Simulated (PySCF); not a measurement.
**Excitation energy of Tl⁺ by level of theory**

Tl⁺ [Xe] 4f14 5d10 6s2 (1S) → Tl⁺ [Xe] 4f14 5d9 6s2 7s1 (3D), as a difference of total energies. All numbers are calculated (PySCF 2.14, scalar relativity by spin-free X2C-1e, in x2c-TZVPPall with one added diffuse shell each of s, p, d, f type (12s8p7d4f, 99 functions)). The calculations carry no spin-orbit coupling.

```
 method  excitation energy (cm⁻¹)
    UHF                    167710
r2SCANh                    175430
  wB97X                    174980
  HSE06                    173960
```

The upper state lies above the first ionisation limit, where it may autoionise and the basis confines it. A Rydberg-like electron needs more diffuse functions than a valence basis has.

The promoted electron is Rydberg-like, and one or two diffuse shells describe it only roughly, which tends to raise the upper state.
